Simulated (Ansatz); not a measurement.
Geometry optimisation, RKS LDA/cc-pVDZ (Ansatz 0.2.0).

input.yaml

```yaml
crystal:
  periodic: [false, false, false]
  atoms:
    - { symbol: Si, position_ang: [0.033962, 1.872333, -0.658327] }
    - { symbol: H, position_ang: [-0.54846, -0.742292, -1.138572] }
    - { symbol: H, position_ang: [0.863502, 1.192341, -1.703778] }
    - { symbol: H, position_ang: [0.335006, 3.326358, -0.451032] }
    - { symbol: Cl, position_ang: [-1.96368, 1.704632, -1.139058] }
    - { symbol: H, position_ang: [0.568649, -0.958479, 1.3747] }
    - { symbol: F, position_ang: [0.303737, 1.12403, 0.802152] }
    - { symbol: H, position_ang: [-0.317181, -1.033932, -0.526348] }
    - { symbol: "N", position_ang: [0.441315, -1.974112, 1.458442] }
    - { symbol: H, position_ang: [-0.574845, -2.12591, 1.371976] }
    - { symbol: H, position_ang: [0.857996, -2.38507, 0.609845] }
basis:
  gaussian: { orbitals: cc-pVDZ }
hamiltonian:
  xc: lda
relax:
  f_tol: 0.03
  max_steps: 50
output:
  orbitals: {}
```

Launched with:

```bash
$ ansatz run input.yaml --threads 2 --pin off --max-ram 3072MiB --backend cpu --events-out ev --progress --plain --runs-dir out
```

Q: Where does it end, and by what steps?

A: The run converged. After 7 steps the energy has fallen by 0.137 eV; H2 moved furthest, 0.28 Å.

```csv
step,energy less start (eV),largest force component (eV/Å),accepted
0,0.0000,2.472,yes
1,-0.1219,0.238,yes
2,-0.1283,0.123,yes
3,-0.1341,0.132,yes
4,-0.1318,0.194,no
5,-0.1358,0.062,yes
6,-0.1363,0.031,yes
7,-0.1367,0.021,yes
```

```xyz
11
Properties=species:S:1:pos:R:3
Si 0.055 1.874 -0.622
H -0.668 -0.940 -1.303
H 0.835 1.198 -1.708
H 0.441 3.297 -0.344
Cl -1.951 1.821 -1.083
H 0.429 -0.830 1.337
F 0.294 1.043 0.781
H -0.374 -1.184 -0.610
N 0.451 -1.851 1.494
H -0.515 -2.178 1.340
H 1.002 -2.249 0.718
```

Whether the end is a true minimum wasn't checked by a vibrational analysis.

The run took 14 s on 2 threads of Arm Neoverse V1 (shared host), peak memory 0.15 GiB.
